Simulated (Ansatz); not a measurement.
`[SiH3]OB(S)Cl` + H₂ → `SBCl` + `O[SiH3]`  (hydrogenolysis of a B–O bond)

Isolated molecules relaxed with PBE0-D4/def2-TZVP in Ansatz; ΔE leaves out vibrations. CCSD(T)/CBS is the MP2 limit (def2-TZVPP, def2-QZVPP) plus CCSD(T) − MP2 in def2-TZVPP, frozen cores. This one scheme is used for every species. DFT in def2-TZVPP. Each species was taken in one conformer, which may not be the lowest.

```
        species  BLYP energy (Eh)
`[SiH3]OB(S)Cl`       -1250.56183
             H₂          -1.16959
         `SBCl`        -884.52117
      `O[SiH3]`        -367.17676
```

(1) Work out ΔE.

(2) What do rigid-rotor, harmonic-oscillator terms from PBE0-D4/def2-TZVP frequencies (298.15 K, 1 bar) make of the CCSD(T)/CBS value? (An estimate is asked.)

Largest T1 diagnostic among the species: 0.013.

Results:

(1) ΔE = (-884.52117) + (-367.17676) − (-1250.56183) − (-1.16959) = 0.03349 Eh = +0.91 eV. CCSD(T)/CBS gives +1.03 eV.

(2) The calculation gave: ΔZPE = +0.18 eV, ΔH = +1.16 eV, ΔS = 30 J/(mol·K), ΔG = +1.06 eV. Modes under 50 cm⁻¹ make the entropy rough.

At CCSD(T), def2-SVP lies +0.10 eV from the extrapolated value and def2-TZVPP −0.01 eV. Leaving LDA and LC-ωPBE aside and taking each functional with its dispersion term where it has one, the values, not all of them listed here, spread over 0.10 eV, from B2PLYP to BLYP-D4. LDA lies +0.15 eV from PBE without D4. In def2-TZVPP, CCSD(T) changes the Hartree–Fock value by +0.10 eV (the triples alone add +0.04 eV) and MP2 by +0.16 eV.
